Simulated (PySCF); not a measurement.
Species: n-SiSiGeSiSiSiH14.
Bonds: Si1–Si2, Si2–Ge3, Ge3–Si4, Si4–Si5, Si5–Si6. Hydrogens: H7, H8, H9 on Si1; H10, H11 on Si2; H12, H13 on Ge3; H14, H15 on Si4; H16, H17 on Si5; H18, H19, H20 on Si6.

The calculation used PBE0-D3(BJ)/def2-SVP geometry optimisation, gas phase (PySCF).

Task: Give the optimised bond lengths and angles.

Result: 
```
                     bond  length (pm)
                  Si1–Si2        234.7
   Si1–H7, Si1–H8, Si1–H9        149.5
                  Si2–Ge3        239.0
         Si2–H10, Si2–H11        149.8
                  Ge3–Si4        238.6
         Ge3–H12, Ge3–H13        154.2
                  Si4–Si5        234.3
         Si4–H14, Si4–H15        149.7
                  Si5–Si6        234.6
         Si5–H16, Si5–H17        149.7
Si6–H18, Si6–H19, Si6–H20        149.6
```

Bonds in one row agree within 1 pm and their mean is given. A selection of angles:
```
      angle  degrees
 Si2–Si1–H7    111.0
 Si2–Si1–H8    110.0
  H7–Si1–H8    108.7
  H7–Si1–H9    108.3
Si1–Si2–Ge3    112.9
Si1–Si2–H10    109.3
Si1–Si2–H11    108.2
Ge3–Si2–H10    108.8
H10–Si2–H11    108.0
Si2–Ge3–Si4    109.0
Si2–Ge3–H12    109.6
Si4–Ge3–H12    110.4
H12–Ge3–H13    108.0
Ge3–Si4–Si5    107.7
Ge3–Si4–H14    108.7
Ge3–Si4–H15    110.8
Si5–Si4–H14    111.0
Si5–Si4–H15    110.0
H14–Si4–H15    108.7
Si4–Si5–Si6    107.7
Si4–Si5–H16    108.5
Si4–Si5–H17    111.6
Si6–Si5–H16    110.7
Si6–Si5–H17    109.7
H16–Si5–H17    108.6
Si5–Si6–H18    112.0
Si5–Si6–H19    108.7
H18–Si6–H19    109.1
H19–Si6–H20    108.2
```

Dihedral angles: Si1–Si2–Ge3–Si4 -86° (synclinal); Si2–Ge3–Si4–Si5 47° (synclinal); Ge3–Si4–Si5–Si6 57° (synclinal).

Si2 (silicon bonded to Ge, Si and 2 H) is tetrahedral (angles from 108.0° to 112.9°). Si6 (silicon bonded to Si and 3 H) is tetrahedral (angles from 108.2° to 112.0°). Si1 (silicon bonded to Si and 3 H) is tetrahedral (angles from 108.3° to 111.0°). Of the pairs four or more bonds apart, Si6···H7 is among the closest relative to their van der Waals radii: 3.13 Å, 95 % of the sum of Bondi's values. All 3 Si–Si bonds measure 2.343 to 2.347 Å. Si5 (silicon bonded to 2 Si and 2 H) is tetrahedral (angles from 107.7° to 111.6°). Ge3 (germanium bonded to 2 Si and 2 H) is tetrahedral (angles from 108.0° to 110.4°).

Point group: C1 (no symmetry element, even within 0.4 Å). Whether it is a minimum is left open (no frequencies). One conformer, not necessarily the lowest.
